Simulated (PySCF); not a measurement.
CH₄B (calculated)

Calculation on a computer-drawn molecule: vertical ionisation energy to the stated ion spin, frozen-core CCSD(T) at the basis limit and cheaper methods, single-reference cases, UHF for radicals, no spin-orbit; all values are single points at the evaluated structure, the first of each entry, which is the reference or a displaced copy of it and isn't optimised; the reference structure only sets the zero of the energies above reference; triples share is (T) over the correlation energy. Program: PySCF 2.14.0.

Common to all runs: charge 1; multiplicity 1; ion multiplicity 2; diffuse functions no; basis cc-pVnZ; reference is the Hartree-Fock double-zeta minimum; best is HF at quadruple zeta + MP2 correlation extrapolated from triple and quadruple zeta + CCSD(T) minus MP2 at triple zeta; basis step is the size of the change from the same recipe one zeta lower.

```json
{"entry": 1, "formula": "CH4B", "evaluated_structure": {"atoms_angstrom": [["B", 1.0858, 0.3031, -2.0831], ["C", -0.2379, 0.0407, -0.8795], ["H", 1.9208, 0.4767, -2.8995], ["H", 0.2596, -0.3646, 0.0506], ["H", -0.746, 0.98, -0.6667], ["H", -0.9603, -0.7263, -1.3108]]}, "reference_structure": {"atoms_angstrom": [["B", 1.0518, 0.2986, -2.0885], ["C", -0.0025, 0.0648, -1.0719], ["H", 1.8871, 0.4839, -2.8939], ["H", 0.4522, -0.3249, -0.1511], ["H", -0.518, 1.0092, -0.8508], ["H", -0.7292, -0.6644, -1.4547]]}, "given": {"drawn_bonds_atom": [1, 1, 2, 2, 2], "drawn_bonds_other_atom": [2, 3, 4, 5, 6], "drawn_bonds_order": [1, 1, 1, 1, 1]}, "results": {"ion_D1_diagnostic_at_triple_zeta": null}}
{"entry": 2, "formula": "CH4B", "evaluated_structure": {"atoms_angstrom": [["B", 1.0858, 0.3031, -2.0831], ["C", -0.3843, 0.0117, -0.7463], ["H", 1.9208, 0.4767, -2.8995], ["H", 0.1132, -0.3936, 0.1838], ["H", -0.8924, 0.951, -0.5335], ["H", -1.1067, -0.7553, -1.1776]]}, "reference_structure": {"atoms_angstrom": [["B", 1.0518, 0.2986, -2.0885], ["C", -0.0025, 0.0648, -1.0719], ["H", 1.8871, 0.4839, -2.8939], ["H", 0.4522, -0.3249, -0.1511], ["H", -0.518, 1.0092, -0.8508], ["H", -0.7292, -0.6644, -1.4547]]}, "given": {"drawn_bonds_atom": [1, 1, 2, 2, 2], "drawn_bonds_other_atom": [2, 3, 4, 5, 6], "drawn_bonds_order": [1, 1, 1, 1, 1]}, "results": {"triples_share_at_triple_zeta": null, "D1_diagnostic_at_triple_zeta": null}}
```

To be estimated
1. CH₄B (entry 1): ion D1 diagnostic at triple zeta?
2. CH₄B (entry 2): triples share at triple zeta?
3. CH₄B (entry 2): D1 diagnostic at triple zeta?

Answers
1. 0.09547
2. 0.03331
3. 0.03031

Further results for CH₄B (entry 1):

- ionisation energy best: 20.35 eV
- ionisation energy basis step: 0.02176 eV
- energy above reference best: 25.97 kcal/mol
- energy above reference basis step: 0.7587 kcal/mol
- ionisation energy Koopmans at triple zeta: 20.4 eV
- ionisation energy EOM CCSD at triple zeta: 20.29 eV
- total energy HF triple zeta: -64.5482 hartree
- total energy CCSD(T) triple zeta: -64.8282 hartree
- total energy best: -64.8576 hartree
- T1 diagnostic at triple zeta: 0.01342
- D1 diagnostic at triple zeta: 0.02576
- ion T1 diagnostic at triple zeta: 0.02589
- ion spin squared at triple zeta: 0.7635
- triples share at triple zeta: 0.033
- basis functions triple zeta: 116

Triple zeta:
```
 method  ionisation energy (eV)  energy above reference (kcal/mol)
     HF                   19.11                              24.28
    PBE                      20                              26.94
 r2SCAN                   19.97                              28.61
  B3LYP                   20.15                              27.11
  wB97X                   20.08                              27.12
    MP2                   20.27                              26.87
   CCSD                   20.19                              24.94
CCSD(T)                   20.25                              24.92
```

Further results for CH₄B (entry 2):

- ionisation energy best: 19.65 eV
- ionisation energy basis step: 0.01364 eV
- energy above reference best: 47.13 kcal/mol
- energy above reference basis step: 1.059 kcal/mol
- ionisation energy Koopmans at triple zeta: 19.47 eV
- ionisation energy EOM CCSD at triple zeta: 19.59 eV
- total energy HF triple zeta: -64.5153 hartree
- total energy CCSD(T) triple zeta: -64.7949 hartree
- total energy best: -64.8239 hartree
- T1 diagnostic at triple zeta: 0.01423
- ion T1 diagnostic at triple zeta: 0.01968
- ion D1 diagnostic at triple zeta: 0.06294
- ion spin squared at triple zeta: 0.761
- basis functions triple zeta: 116

Triple zeta:
```
 method  ionisation energy (eV)  energy above reference (kcal/mol)
     HF                   18.25                              44.94
    PBE                   19.41                              48.57
 r2SCAN                   19.32                              50.94
  B3LYP                    19.5                              48.25
  wB97X                   19.35                               49.1
    MP2                   19.52                              49.14
   CCSD                   19.47                              45.83
CCSD(T)                   19.55                              45.77
```
